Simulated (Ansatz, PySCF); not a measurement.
Hf(OH)2(H)2 (H4HfO2), SMILES [HfH2]([OH])[OH], multiplicity 1. Atoms are numbered in the order given.

```xyz
7

Hf    -0.0253    -0.0132    -0.0134
O      1.3176     0.8546    -1.0506
H      2.1055     1.3048    -1.3390
O      0.3016    -0.1914     1.8557
H      0.6834    -0.1589     2.7273
H     -0.2422    -1.7309    -0.7075
H     -1.6015     0.9641    -0.2128
```

Geometry: PBE0-D3(BJ)/def2-TZVP. The multiplicity is an assumed one; other spin states were not compared. The def2 effective core potentials stand for the cores of Hf; spin–orbit coupling is left out. The values are those of a single conformer.

Two levels are set side by side: PBE-D3(BJ)/def2-TZVP (Ansatz, a first-principles code) and PBE0-D3(BJ)/def2-TZVP (Ansatz). Each level has its own optimised geometry; the coordinates shown are those of the second. Frequencies come from the Hessian of PySCF at each geometry. Differences are taken from unrounded values.

| quantity | PBE0-D3(BJ) |
|---|---|
| mean bond length (Å) | 1.574 |
| bond Hf1–O2 (Å) | 1.906 |
| bond Hf1–O4 (Å) | 1.906 |
| bond Hf1–H6 (Å) | 1.865 |
| bond Hf1–H7 (Å) | 1.865 |
| bond O2–H3 (Å) | 0.952 |
| bond O4–H5 (Å) | 0.952 |
| highest harmonic wavenumber (cm⁻¹) | 4012 |
| mean harmonic wavenumber (cm⁻¹) | 1078 |
| zero-point energy (kcal/mol) | 23.12 |

Task: What does PBE-D3(BJ) give, and how far is it from PBE0-D3(BJ)? (An estimate is asked for; the answer gives what the named calculation found.)

Result: 
```tsv
quantity	PBE-D3(BJ)	PBE-D3(BJ) minus PBE0-D3(BJ)
mean bond length (Å)	1.584	0.010
bond Hf1–O2 (Å)	1.918	0.013
bond Hf1–O4 (Å)	1.918	0.013
bond Hf1–H6 (Å)	1.872	0.007
bond Hf1–H7 (Å)	1.872	0.007
bond O2–H3 (Å)	0.963	0.011
bond O4–H5 (Å)	0.963	0.011
highest harmonic wavenumber (cm⁻¹)	3856	-156
mean harmonic wavenumber (cm⁻¹)	1041	-38
zero-point energy (kcal/mol)	22.31	-0.81
```

GGA bonds tend to be longer and softer than those of functionals with exact exchange. Differences between two approximate levels are no errors against the true value.
